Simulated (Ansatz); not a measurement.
`N[SiH2]OC[SiH3]` and `N[SiH2]O[SiH2][SiH3]` differ in one atom or group.

Ansatz, PBE0-D4/def2-TZVP geometries, multiplicity 1. Each molecule was computed in one conformer, which needn't be the lowest.

```csv
property,`N[SiH2]OC[SiH3]`
LUMO energy (PBE0/def2-TZVPP) / eV,0.55
HOMO–LUMO gap (ωB97M-V/def2-TZVPP) / eV,12.28
HOMO–LUMO gap (PBE/def2-TZVPP) / eV,6.13
size of the dipole moment (B3LYP/def2-TZVPP) / D,0.57
HOMO–LUMO gap (PBE0/def2-TZVPP) / eV,8.38
HOMO–LUMO gap (B3LYP/def2-TZVPP) / eV,7.86
```

(1) What does the change do to each property? (Estimate.)

## Answers

(1) The calculation gave: 
| property | `N[SiH2]O[SiH2][SiH3]` | shift |
| --- | --- | --- |
| LUMO energy (PBE0/def2-TZVPP) / eV | -0.12 | -0.67 |
| HOMO–LUMO gap (ωB97M-V/def2-TZVPP) / eV | 11.59 | -0.69 |
| HOMO–LUMO gap (PBE/def2-TZVPP) / eV | 5.46 | -0.67 |
| size of the dipole moment (B3LYP/def2-TZVPP) / D | 1.44 | 0.87 |
| HOMO–LUMO gap (PBE0/def2-TZVPP) / eV | 7.71 | -0.67 |
| HOMO–LUMO gap (B3LYP/def2-TZVPP) / eV | 7.32 | -0.54 |

Dipoles are sizes alone; their direction can turn.

B3LYP here is the variant with VWN-RPA as its local correlation; programs differ in this.
